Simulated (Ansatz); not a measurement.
The cluster Zn3. The state is a triplet with charge 0. Geometry PBE0/def2-TZVPD, that of the charge -1 doublet; atoms count from 1.

```xyz
3

Zn   -0.673    0.360    1.360
Zn   -0.437    0.735   -1.305
Zn    1.109   -1.095   -0.056
```

At PBE0/def2-TZVPD a singlet of charge 0 lies 2.17 eV below the triplet at the same geometry. The structure comes from a short search, and lower isomers may exist.

(1) Estimate the Mulliken populations from the PBE0/def2-TZVPD orbitals of Ansatz.

(2) Where does the spin sit?

(3) And the Mayer bond orders between heavy atoms (over 0.3)?

## Answers

(1) 
| atom | charge (e) | spin (α − β) | d electrons |
| --- | --- | --- | --- |
| Zn1 | 0.03 | 0.89 | 10.02 |
| Zn2 | 0.03 | 0.89 | 10.02 |
| Zn3 | -0.07 | 0.23 | 10.01 |
Mulliken values depend strongly on the basis. With diffuse functions, as here, like atoms can get unlike values, and bond orders can come out too low or too high.

(2) Summed by element: Zn 2.00, of 2 unpaired in all. Largest on single atoms: Zn2 0.89, Zn1 0.89, Zn3 0.23.

(3) Zn1–Zn2 1.00 (2.70 Å); Zn1–Zn3 0.64 (2.70 Å); Zn2–Zn3 0.64 (2.70 Å).
